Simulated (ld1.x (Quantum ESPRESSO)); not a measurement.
## What one change does to a pseudopotential (Si, PAW)

```
Element                 : Si
Generator               : ld1.x (Quantum ESPRESSO) 7.5
Type                    : PAW
Functional              : BP86
Relativity              : scalar-relativistic
Frozen core             : [Ne]
Valence charge          : 4
Reference configuration : 3s2 3p2
Partial waves           : 3s (bound): rcut 1.55, rcutus 2.00 bohr; 3s channel at 1.95 Ry: rcut 1.55, rcutus 2.00 bohr; 3p (bound): rcut 1.90, rcutus 2.15 bohr; 3p channel at 0.1 Ry: rcut 1.90, rcutus 2.15 bohr
Local potential         : all-electron potential smoothed inside 2.10 bohr (lloc = -1)
Core correction         : Bessel-smoothed model core, default radius (core density twice the valence density)
Augmentation charge     : PSQ, radius 1.60 bohr
```

All-electron outer shells of the reference configuration (BP86, scalar-relativistic, ld1.x):

```json
{"shell": "2s", "level (eV)": "-139.66", "outermost node (bohr)": "0.15", "outermost maximum (bohr)": "0.45"}
{"shell": "2p", "level (eV)": "-95.71", "outermost node (bohr)": "–", "outermost maximum (bohr)": "0.39"}
{"shell": "3s", "level (eV)": "-10.92", "outermost node (bohr)": "0.72", "outermost maximum (bohr)": "1.77"}
{"shell": "3p", "level (eV)": "-4.18", "outermost node (bohr)": "0.72", "outermost maximum (bohr)": "2.14"}
```

Change: all radii but the core radius scaled by about 1.08 (s 2.16, p 2.32 bohr, rcut 1.68/2.06); local potential all-electron potential smoothed inside 2.28 bohr (lloc = -1); augmentation PSQ, radius 1.74 bohr.

Cutoffs: the cutoffs (Ry, on a coarse ladder) from which the occupation-weighted sum of valence levels, in a spherical-Bessel basis at the reference potential, stays within 10 and 1 mRy of its value at 400 Ry; they do not see the model core or the augmentation charge, which bear on the density cutoff. Errors are all-electron minus pseudo energies relative to the spin-unpolarised reference configuration.

Problem. Predict the effect on cutoff, ghosts and configuration errors.

Solution. The potential gets softer (8 Ry and 15 Ry → 8 Ry and 12 Ry); the errors of the 7 common tests hardly move; neither file shows a bound ghost. A larger radius leaves more room for a smooth pseudo-wave, so fewer plane waves are needed.

| quantity | base | changed |
| --- | --- | --- |
| cutoff, loose | 8 Ry | 8 Ry |
| cutoff, tight | 15 Ry | 12 Ry |
| bound ghosts | none | none |
| error for 3s2 3p1, meV [ΔE 7.84 eV] | -1.1 | -1.1 |
| error for 3s2 3p0, meV [ΔE 23.94 eV] | -11 | -11 |
| error for 3s1 3p0, meV [ΔE 58.06 eV] | -65 | -64 |
| error for 3s2 3p2.3, meV [ΔE -0.96 eV] | +0.1 | +0.1 |
| error for 3s1 3p2, meV [ΔE 15.28 eV] | -3.4 | -3.3 |
| error for 3s0 3p4, meV [ΔE 13.80 eV] | -3.1 | -2.8 |
| error for 3s2 3p1.5, meV [ΔE 2.97 eV] | -0.2 | -0.2 |
| lowest overlap eigenvalue by channel | s 0.48, p 0.82 | s 0.51, p 0.85 |
